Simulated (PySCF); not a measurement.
SSn, SMILES [Sn]=[S] (connectivity only; charge and spin as stated), neutral, multiplicity 1.

Geometry optimised at PBE0-D3(BJ)/def2-TZVP. The def2 effective core potentials stand for the cores of Sn; spin–orbit coupling is left out.

All values below come from M06-2X/def2-TZVPD run with PySCF.

The molecule is in vacuum.

Computed frontier levels, gap, dipole moment and polarisability:
```yaml
highest_occupied_level: -8.23 eV
lowest_empty_level: -1.66 eV
orbital_gap: 6.57 eV
dipole_moment: 3.77 D
quadrupole, principal values (traceless, Buckingham form, about the centre of nuclear charge): -6.56, 3.28, 3.28 D·Å
mean_static_polarisability: 65.1 bohr³ (9.65 Å³)
polarisability_principal_values: 53.3, 53.3, 88.9 bohr³
```
